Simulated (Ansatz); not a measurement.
Harmonic frequencies (cm⁻¹) at PBE0-D4/def2-TZVP from Ansatz: 133, 144, 180, 289, 352, 452, 477, 600, 673, 870, 1036, 1162, 1346, 1557, 3721.

Each molecule was computed in one conformer, which needn't be the lowest.

(1) Which molecule is it?
A. `B1CC[SiH2]1`
B. `BC1[SiH2][SiH2]1`
C. `O[C]1=[C](Cl)[Al]1[F]`
D. `BBC(=N)O`

Results:

(1) C.
